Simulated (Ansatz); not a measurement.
`COB(F)S`. Total charge 0; spin multiplicity 1.

```xyz
9

C     0.1867    1.0415   -0.9400
O     0.0510    0.3717    0.3029
B    -0.1602   -0.9522    0.3907
F    -0.2571   -1.7184   -0.6973
S    -0.3267   -1.7769    1.9964
H     0.0691    0.3596   -1.7834
H    -0.5722    1.8233   -0.9965
H     1.1749    1.5024   -0.9813
H    -0.1656   -0.6511    2.7085
```

Give the diagnostics of a CCSD(T)/def2-TZVPP run (frozen core, the Gaussian-basis code of Ansatz). (Estimate.)

Ansatz gave: T1 = 0.0124, largest single amplitude 0.027, largest double 0.037, (T) share of the correlation energy 3.6 %, 9 CCSD cycles. The RHF solution is stable towards an unrestricted one. T1 lies under the customary mark of 0.02 for closed shells.
